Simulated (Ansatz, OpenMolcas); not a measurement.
# Exact exchange and the HOMO–LUMO gap of SiAsNH6

SiAsNH6 has 9 atoms, charge 0, and is taken as a singlet. SMILES: `N[AsH][SiH3]`. The shape is that of a PBE0-D4/def2-TZVP optimisation. This is one conformer, not always the lowest.

The HOMO–LUMO gap y, in eV, basis def2-SVP; a is the functional's share of exact exchange. Programs: Ansatz 0.2.0, OpenMolcas 26.06.

| functional | program | a | y (eV) |
| --- | --- | --- | --- |
| r2SCAN | OpenMolcas | 0 | 5.43 |
| PBE | OpenMolcas | 0 | 4.85 |
| B3LYP | OpenMolcas | 0.2 | ? |
| PBE0 | Ansatz | 0.25 | 7.05 |
| BHLYP | OpenMolcas | 0.5 | 8.99 |

Question: Fit y = c + s·a to the known rows and predict B3LYP.

Answer: 
1. Means of the 4 rows: a = 0.1875, y = 6.580.
2. Σ(Δa)² = 0.17188, Σ(Δa·Δy) = 1.3225, so the slope is 1.3225/0.17188 = 7.6943.
3. Intercept: 6.580 − (7.6943) × 0.1875 = 5.137. The largest residual of the fit is 0.29.
4. B3LYP: 5.137 + (7.6943) × 0.2 = 6.68 eV.

The run gave 6.59 eV, so the prediction is off by +0.09 eV, within the largest residual. Exact exchange lowers occupied levels and raises empty ones. The rows mix families of semi-local functionals, which the line can't see.
